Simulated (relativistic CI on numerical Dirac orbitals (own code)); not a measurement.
**Ag¹³⁺: q coefficients and field-shift factors**

Calculated at this level of theory: Dirac-Coulomb-Breit CI, orbitals from a KLI potential per configuration, derivatives by finite differences, unscaled Slater integrals, QED left out (own radial code, finite nucleus).

Configuration list (outside the closed core [Ar] 3d10): 4s2 4p4, 4s 4p5, 4p6, 4s2 4p3 4d, 4s 4p4 4d, 4s2 4p3 4f. Double excitations out of closed p, d and f shells are left out; levels of such configurations are missing from the list, as are those of other unlisted configurations, and high levels can miss mixing partners.

With x = (α/α₀)² − 1 an excitation energy changes as ω = ω₀ + qx; K = 2q/ω₀ is the relative enhancement. Terms are leading LS components, so labels can repeat. The field-shift factor is F = δν/δ⟨r²⟩ for the transition from the lowest level.

Lowest level 4s2 4p4 3P_2.

```tsv
Level	ω₀ (cm⁻¹)	q (cm⁻¹)	K	F (GHz/fm²)
4s2 4p4 3P_0	30481	12070	0.792	-0.489
4s2 4p4 3P_1	47401	55750	2.35	-1.2
4s2 4p4 1D_2	67736	53800	1.59	-1.12
4s2 4p4 1S_0	139063	100400	1.44	-3.05
4s 4p5 3P°_2	349863	68060	0.389	-60.4
4s 4p5 3P°_1	375562	85310	0.454	-58.9
4s 4p5 3P°_0	401395	122200	0.609	-60.1
4s 4p5 1P°_1	452352	97600	0.432	-47.8
4s2 4p3 4d 5D°_2	479915	22280	0.0928	1.61
4s2 4p3 4d 5D°_0	480444	29390	0.122	0.922
4s2 4p3 4d 5D°_3	480709	25330	0.105	1.79
4s2 4p3 4d 5D°_1	483020	35890	0.149	0.5
4s2 4p3 4d 5D°_4	487100	34570	0.142	1.77
4s2 4p3 4d 3D°_2	501044	29900	0.119	1.5
4s2 4p3 4d 3D°_3	522140	51380	0.197	1.36
4s2 4p3 4d 3D°_1	526377	55420	0.211	1.17
4s2 4p3 4d 3F°_2	528478	54960	0.208	1.04
4s2 4p3 4d 1S°_0	532778	50810	0.191	1.3
4s2 4p3 4d 3F°_3	535144	60250	0.225	1.07
4s2 4p3 4d 3G°_3	541817	44760	0.165	1.52
4s2 4p3 4d 3G°_4	543281	60600	0.223	1.22
4s2 4p3 4d 3F°_4	552854	60340	0.218	1.3
4s2 4p3 4d 1G°_4	562789	61720	0.219	1.11
```

At this charge energies of transitions that change n are usually good to better than 1 %, and those within a shell (Δn = 0) to a few per cent.
